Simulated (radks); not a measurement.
Results of a calculation; reference values are marked as such.
Question: The terbium ion Tb+ is in [Xe] 4f9 6s1. Code: a radial shooting solver on a logarithmic mesh with Libxc functionals. Model: scalar-relativistic Kohn-Sham, PBEsol, spin-polarised, spherical densities, finite nucleus; Fermi nuclear charge, rms radius of each element as measured or else 0.836 A^(1/3) + 0.57 fm. Open shells are filled with parallel spins first. One electron is removed from 5s, 5p, 4f, 6s in turn, with full relaxation. Which removal costs least, and what does each cost?

Answer: 6s 11.727 eV; 4f 14.669 eV; 5p 35.810 eV; 5s 58.752 eV. The 6s electron leaves first.
